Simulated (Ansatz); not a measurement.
Input and output for BF$_{9}$Si$_{3}$ (`F[Si](F)(F)B([Si](F)(F)F)[Si](F)(F)F`).

```yaml
crystal:
  periodic: [false, false, false]
  atoms:
    - {symbol: F, position_ang: [-0.020968, 1.828440, -2.385567]}
    - {symbol: Si, position_ang: [-0.638554, 0.490983, -1.827713]}
    - {symbol: F, position_ang: [-0.263417, -0.659280, -2.838030]}
    - {symbol: F, position_ang: [-2.204245, 0.670780, -1.795897]}
    - {symbol: B, position_ang: [0.001697, -0.002792, 0.000315]}
    - {symbol: Si, position_ang: [1.305326, 1.173762, 0.955206]}
    - {symbol: F, position_ang: [0.675807, 2.607784, 1.133791]}
    - {symbol: F, position_ang: [2.625792, 1.283431, 0.101402]}
    - {symbol: F, position_ang: [1.710349, 0.654791, 2.386302]}
    - {symbol: Si, position_ang: [-0.661933, -1.672894, 0.875430]}
    - {symbol: F, position_ang: [-1.387371, -1.298227, 2.223758]}
    - {symbol: F, position_ang: [-1.683935, -2.494115, 0.002240]}
    - {symbol: F, position_ang: [0.561852, -2.617463, 1.183362]}
basis:
  gaussian: {orbitals: def2-TZVPPP}
hamiltonian: {xc: {name: RPBE}, dispersion: d4}
```

```sh
$ ansatz run in.yaml --threads 4 --pin off --events-out ev --progress --plain --max-ram 46080MiB --backend cpu
```

Shortened log:

```
Error: <dir> can't be read: No such file or directory (os error 2)
```
